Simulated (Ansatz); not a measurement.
Method: PBE0-D3(BJ)/def2-TZVP in Ansatz (a quantum-chemistry and plane-wave program). No frequencies were computed at this level.

Ansatz 0.2 input:
```yaml
crystal:
  periodic: [false, false, false]
  atoms:
    - { symbol: C, position_ang: [0.087719, -1.038536, -0.184655] }
    - { symbol: Si, position_ang: [1.596161, 0.116274, -0.366234] }
    - { symbol: Si, position_ang: [0.139676, 1.854187, -0.646785] }
    - { symbol: Si, position_ang: [-1.237016, 0.253019, 0.364139] }
    - { symbol: H, position_ang: [-0.178403, -1.548902, -1.111686] }
    - { symbol: H, position_ang: [0.244915, -1.821665, 0.555792] }
    - { symbol: H, position_ang: [2.80495, -0.750284, -0.374938] }
    - { symbol: H, position_ang: [0.587121, 2.941812, 0.279857] }
    - { symbol: H, position_ang: [-1.518867, -0.013626, 1.78638] }
    - { symbol: H, position_ang: [-2.526257, 0.00772, -0.301868] }
basis:
  gaussian: { orbitals: def2-tzvp }
hamiltonian:
  xc: pbe0
  dispersion: d3bj
relax:
  max_steps: 150
```

Output:

```
Functional definition: PBE0
1248 factors; their error is unknown
mean field evaluation 1: about -24747.7785 eV, gradient 5.5e1 eV
mean field evaluation 2: about -24735.9421 eV, gradient 7.8e1 eV
mean field evaluation 4: about -24755.0097 eV, gradient 5.4e0 eV
mean field evaluation 8: about -24755.2322 eV, gradient 2.3e-1 eV
mean field evaluation 16: about -24755.2322 eV, gradient 3.2e-5 eV
mean field -24755.23224696 eV, -909.7380053768 hartree, gradient 3.2e-5 eV, S^2 0.000000; 0 other end points of the search recorded, 0 dependent functions left out
reference -24755.23228146 eV, -909.7380066446 hartree; 27, 27 occupied and 151, 151 virtual orbitals, 1248 factors
relax step   1: F+E_penalty+E_count = -24755.51449146 eV  Δ(F+E_penalty+E_count) = +0.000e0 eV  max|allowed force component| = 2.007e0 eV/Å  Δτ_max = 0.0000 Å  (29 SCF iters, accepted)
these checks for a lower state are left out or cut short: starts, cluster_reference, orbital_swaps, neighbouring_geometries, increment
1248 factors; their error is unknown
mean field -24755.67825491 eV, -909.7543958664 hartree, gradient 1.6e-5 eV, S^2 0.000000; 0 other end points of the search recorded, 0 dependent functions left out
reference -24755.67828989 eV, -909.7543971519 hartree; 27, 27 occupied and 151, 151 virtual orbitals, 1248 factors
relax step   2: F+E_penalty+E_count = -24755.94869817 eV  Δ(F+E_penalty+E_count) = -4.342e-1 eV  max|allowed force component| = 8.756e-1 eV/Å  Δτ_max = 0.1957 Å  (38 SCF iters, accepted)
these checks for a lower state are left out or cut short: starts, cluster_reference, orbital_swaps, neighbouring_geometries, increment
1248 factors; their error is unknown
mean field evaluation 32: about -24755.7822 eV, gradient 1.4e-5 eV
mean field -24755.78223040 eV, -909.7582168954 hartree, gradient 1.4e-5 eV, S^2 0.000000; 0 other end points of the search recorded, 0 dependent functions left out
reference -24755.78226550 eV, -909.7582181854 hartree; 27, 27 occupied and 151, 151 virtual orbitals, 1248 factors
relax step   3: F+E_penalty+E_count = -24756.05312099 eV  Δ(F+E_penalty+E_count) = -1.044e-1 eV  max|allowed force component| = 5.100e-1 eV/Å  Δτ_max = 0.1298 Å  (33 SCF iters, accepted)
these checks for a lower state are left out or cut short: starts, cluster_reference, orbital_swaps, neighbouring_geometries, increment
1248 factors; their error is unknown
mean field -24755.84034909 eV, -909.7603527179 hartree, gradient 1.7e-5 eV, S^2 0.000000; 0 other end points of the search recorded, 0 dependent functions left out
reference -24755.84038406 eV, -909.7603540030 hartree; 27, 27 occupied and 151, 151 virtual orbitals, 1248 factors
relax step   4: F+E_penalty+E_count = -24756.11200425 eV  Δ(F+E_penalty+E_count) = -5.888e-2 eV  max|allowed force component| = 3.682e-1 eV/Å  Δτ_max = 0.0977 Å  (31 SCF iters, accepted)
these checks for a lower state are left out or cut short: starts, cluster_reference, orbital_swaps, neighbouring_geometries, increment
1248 factors; their error is unknown
mean field -24755.86763963 eV, -909.7613556267 hartree, gradient 1.4e-5 eV, S^2 0.000000; 0 other end points of the search recorded, 0 dependent functions left out
reference -24755.86767482 eV, -909.7613569199 hartree; 27, 27 occupied and 151, 151 virtual orbitals, 1248 factors
relax step   5: F+E_penalty+E_count = -24756.14094810 eV  Δ(F+E_penalty+E_count) = -2.894e-2 eV  max|allowed force component| = 6.332e-1 eV/Å  Δτ_max = 0.1999 Å  (37 SCF iters, accepted)
these checks for a lower state are left out or cut short: starts, cluster_reference, orbital_swaps, neighbouring_geometries, increment
1248 factors; their error is unknown
mean field -24755.90030049 eV, -909.7625558911 hartree, gradient 2.5e-5 eV, S^2 0.000000; 0 other end points of the search recorded, 0 dependent functions left out
reference -24755.90033569 eV, -909.7625571848 hartree; 27, 27 occupied and 151, 151 virtual orbitals, 1248 factors
relax step   6: F+E_penalty+E_count = -24756.17383099 eV  Δ(F+E_penalty+E_count) = -3.288e-2 eV  max|allowed force component| = 3.383e-1 eV/Å  Δτ_max = 0.1633 Å  (31 SCF iters, accepted)
these checks for a lower state are left out or cut short: starts, cluster_reference, orbital_swaps, neighbouring_geometries, increment
1248 factors; their error is unknown
mean field -24755.90445105 eV, -909.7627084214 hartree, gradient 1.9e-5 eV, S^2 0.000000; 0 other end points of the search recorded, 0 dependent functions left out
reference -24755.90448624 eV, -909.7627097147 hartree; 27, 27 occupied and 151, 151 virtual orbitals, 1248 factors
relax step   7: F+E_penalty+E_count = -24756.17834894 eV  Δ(F+E_penalty+E_count) = -4.518e-3 eV  max|allowed force component| = 3.992e-1 eV/Å  Δτ_max = 0.1290 Å  (30 SCF iters, accepted)
these checks for a lower state are left out or cut short: starts, cluster_reference, orbital_swaps, neighbouring_geometries, increment
1248 factors; their error is unknown
mean field evaluation 64: about -24755.9142 eV, gradient 2.2e-1 eV
mean field -24755.91429903 eV, -909.7630703281 hartree, gradient 1.5e-5 eV, S^2 0.000000; 0 other end points of the search recorded, 0 dependent functions left out
reference -24755.91433425 eV, -909.7630716223 hartree; 27, 27 occupied and 151, 151 virtual orbitals, 1248 factors
relax step   8: F+E_penalty+E_count = -24756.18844243 eV  Δ(F+E_penalty+E_count) = -1.009e-2 eV  max|allowed force component| = 9.940e-2 eV/Å  Δτ_max = 0.0602 Å  (30 SCF iters, accepted)
these checks for a lower state are left out or cut short: starts, cluster_reference, orbital_swaps, neighbouring_geometries, increment
1248 factors; their error is unknown
mean field -24755.91522755 eV, -909.7631044504 hartree, gradient 1.2e-5 eV, S^2 0.000000; 0 other end points of the search recorded, 0 dependent functions left out
reference -24755.91526268 eV, -909.7631057415 hartree; 27, 27 occupied and 151, 151 virtual orbitals, 1248 factors
relax step   9: F+E_penalty+E_count = -24756.18933143 eV  Δ(F+E_penalty+E_count) = -8.890e-4 eV  max|allowed force component| = 1.575e-2 eV/Å  Δτ_max = 0.0263 Å  (32 SCF iters, accepted)
these checks for a lower state are left out or cut short: starts, cluster_reference, orbital_swaps, neighbouring_geometries, increment
1248 factors; their error is unknown
mean field -24755.91549386 eV, -909.7631142373 hartree, gradient 1.2e-5 eV, S^2 0.000000; 0 other end points of the search recorded, 0 dependent functions left out
reference -24755.91552897 eV, -909.7631155273 hartree; 27, 27 occupied and 151, 151 virtual orbitals, 1248 factors
relax step  10: F+E_penalty+E_count = -24756.18961499 eV  Δ(F+E_penalty+E_count) = -2.836e-4 eV  max|allowed force component| = 2.588e-3 eV/Å  Δτ_max = 0.0173 Å  (32 SCF iters, accepted)
these checks for a lower state are left out or cut short: starts, cluster_reference, orbital_swaps, neighbouring_geometries, increment
1248 factors; their error is unknown
mean field -24755.91555094 eV, -909.7631163347 hartree, gradient 1.2e-5 eV, S^2 0.000000; 0 other end points of the search recorded, 0 dependent functions left out
reference -24755.91558600 eV, -909.7631176234 hartree; 27, 27 occupied and 151, 151 virtual orbitals, 1248 factors
relax step  11: F+E_penalty+E_count = -24756.18967687 eV  Δ(F+E_penalty+E_count) = -6.188e-5 eV  max|allowed force component| = 4.996e-3 eV/Å  Δτ_max = 0.0177 Å  (32 SCF iters, accepted)
these checks for a lower state are left out or cut short: starts, cluster_reference, orbital_swaps, neighbouring_geometries, increment
1248 factors; their error is unknown
mean field -24755.91556649 eV, -909.7631169063 hartree, gradient 1.9e-5 eV, S^2 0.000000; 0 other end points of the search recorded, 0 dependent functions left out
reference -24755.91560155 eV, -909.7631181947 hartree; 27, 27 occupied and 151, 151 virtual orbitals, 1248 factors
relax step  12: F+E_penalty+E_count = -24756.18967840 eV  Δ(F+E_penalty+E_count) = -1.526e-6 eV  max|allowed force component| = 4.438e-3 eV/Å  Δτ_max = 0.0034 Å  (23 SCF iters, accepted)
1248 factors; their error is unknown
mean field evaluation 96: about -24755.8196 eV, gradient 2.2e-1 eV
mean field -24755.91556649 eV, -909.7631169063 hartree, gradient 2.1e-5 eV, S^2 0.000000; 1 other end points of the search recorded, 0 dependent functions left out
reference -24755.91560155 eV, -909.7631181947 hartree; 27, 27 occupied and 151, 151 virtual orbitals, 1248 factors
Total energy: -24756.18971346 eV, -909.7731916216 hartree
Atom 0 at     0.059223    -1.191866    -0.103727 Å, force     0.001975     0.003531     0.000908 eV/Å
Atom 1 at     1.483811    -0.001321    -0.407441 Å, force    -0.001787     0.000689     0.001810 eV/Å
Atom 2 at     0.384551     1.771849     0.025119 Å, force     0.001388    -0.003303     0.001023 eV/Å
Atom 3 at    -1.220636     0.149886     0.346483 Å, force    -0.002305     0.001279    -0.004438 eV/Å
Atom 4 at    -0.239762    -1.760192    -0.987714 Å, force    -0.000449    -0.000630     0.000245 eV/Å
Atom 5 at     0.229926    -1.885915     0.722682 Å, force    -0.000039    -0.001239     0.000015 eV/Å
Atom 6 at     2.844756    -0.447745    -0.813613 Å, force    -0.000297    -0.000200    -0.000854 eV/Å
Atom 7 at     0.595909     3.236053     0.074269 Å, force    -0.000769    -0.000158     0.000588 eV/Å
Atom 8 at    -1.753205    -0.021245     1.727084 Å, force     0.002212     0.001119    -0.000948 eV/Å
Atom 9 at    -2.384573     0.150495    -0.583140 Å, force     0.000070    -0.001087     0.001651 eV/Å
Dipole moment:     0.074035    -0.121991    -0.029073 e Å
```

Cost: very roughly 100 core-seconds.
